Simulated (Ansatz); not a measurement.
System: sum formula SiN3H5Cl, charge 0, multiplicity 2. It need not be the lowest isomer of its formula. 
Coordinates optimised at B3LYP-D3(BJ)/def2-TZVP (Ansatz, a first-principles code):
SMILES: [NH][Si](N)(N)Cl
```xyz
10

Si    -0.0870     0.2299    -0.2798
Cl     0.5025    -1.0837     1.2286
N      1.0870    -0.0587    -1.5364
N     -0.0612     1.7619     0.4522
N     -1.6425     0.0106    -0.9263
H      0.9969    -0.9662    -1.9991
H     -0.2603     2.5866    -0.0922
H      0.5801     1.9529     1.2046
H     -1.8701    -0.7408    -1.5559
H     -2.4539     0.3753    -0.4531
```
Charge 0, spin multiplicity 2.

Total electronic energies in hartree. Cores are frozen in the correlated levels unless marked. UHF or UKS for open shells. No spin-orbit coupling. Non-relativistic. CBS marks a two-point X^-3 extrapolation of the correlation energy; Hartree-Fock from the larger set. The bracket is a focal-point correction in the basis named.

| level | program | energy (Eh) |
|---|---|---|
| BLYP-D3(BJ)/def2-TZVPD | Ansatz + dftd3 | [?] |
| B3LYP-D4/def2-TZVPD | Ansatz + dftd4 | -917.19472 |
| PBE0-D3(BJ)/def2-TZVP | Ansatz + dftd3 | -916.68420 |
| PBE0-D4/def2-TZVP | Ansatz + dftd4 | -916.68414 |
| PBE0/def2-QZVPP | Ansatz | [?] |
| r2SCANh-D4/def2-TZVPD | Ansatz + dftd4 | -916.99190 |
| LC-wPBE-D4/def2-TZVPD | Ansatz + dftd4 | -916.83695 |
| RI-MP2/cc-pV(T+d)Z | Ansatz | -915.81626 |
| RI-MP2/cc-pV(Q+d)Z | Ansatz | -915.91011 |
| SCS-MP2/cc-pwCVTZ | Ansatz | -915.82310 |
| CCSD/STO-3G | Ansatz | -904.57629 |
| CCSD/CBS(cc-pV(T+d)Z,cc-pV(Q+d)Z) | Ansatz | -915.9961 |
| CCSD(T)/cc-pwCVTZ | Ansatz | -915.91699 |
| RI-MP2/CBS(cc-pV(T+d)Z,cc-pV(Q+d)Z)+[CCSD(T)-MP2]/cc-pV(D+d)Z | Ansatz | -916.0346 |
| CCSD(T)/CBS(cc-pV(T+d)Z,cc-pV(Q+d)Z) | Ansatz | -916.0430 |

Task: Fill in the missing entries.

Result: 
- BLYP-D3(BJ)/def2-TZVPD, energy (Eh): -917.10150
- PBE0/def2-QZVPP, energy (Eh): -916.71487
